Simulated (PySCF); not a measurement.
Species: Ag(PH3)Cl (singlet state).
Bonds: Ag1–P2, Ag1–Cl6. Hydrogens: H3, H4, H5 on P2.

Theory: PySCF 2.14.0, PBE0-D3(BJ)/def2-SVP geometry optimisation, gas phase, def2 core potentials past Kr.

Give the optimised bond lengths and angles.

```json
{"bond": "Ag1–P2", "length (Å)": "2.344"}
{"bond": "Ag1–Cl6", "length (Å)": "2.290"}
{"bond": "P2–H3, P2–H4, P2–H5", "length (Å)": "1.417"}
```

Bonds in one row agree within 0.01 Å and their mean is given. A selection of angles:
```json
{"angle": "P2–Ag1–Cl6", "degrees": "179.8"}
{"angle": "Ag1–P2–H3", "degrees": "119.1"}
{"angle": "H3–P2–H4", "degrees": "98.5"}
{"angle": "H4–P2–H5", "degrees": "98.5"}
```

P2 (phosphorus bonded to Ag and 3 H) is distorted tetrahedral (angles from 98.5° to 119.1°).

Point group: C3v (tolerance 0.08 Å). No frequency check.

Time: 13 s of wall time. Hardware: one thread of an Arm Neoverse V2 (shared host). That covers the optimisation of the geometry.
